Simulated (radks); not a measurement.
The numbers below are computed, except where a source is named.
Code: a radial shooting solver on a logarithmic mesh with Libxc functionals. Model: scalar-relativistic Kohn-Sham, PBE, spin-polarised, spherical densities, finite nucleus; open shells are filled with parallel spins first (spin-orbit coupling, left out, can overturn this in heavy ions); Fermi nuclear charge, rms radius of each element as measured or else 0.836 A^(1/3) + 0.57 fm. Response by self-consistent Sternheimer equations with the Hartree and adiabatic LDA kernel, the relativistic mass of each level held fixed and spin-orbit coupling left out. For heavy and open-shell atoms this level of theory can miss by tens of per cent. Rank Ru, Bi, Li, Sb, Hg3+, Co+, Mg (NIST ground configurations) by static dipole polarisability, largest first.

Answer. Li 137.7, Mg 72.31, Ru 59.32, Bi 55.94, Sb 47.91, Co+ 11.04, Hg3+ 5.736 bohr^3.
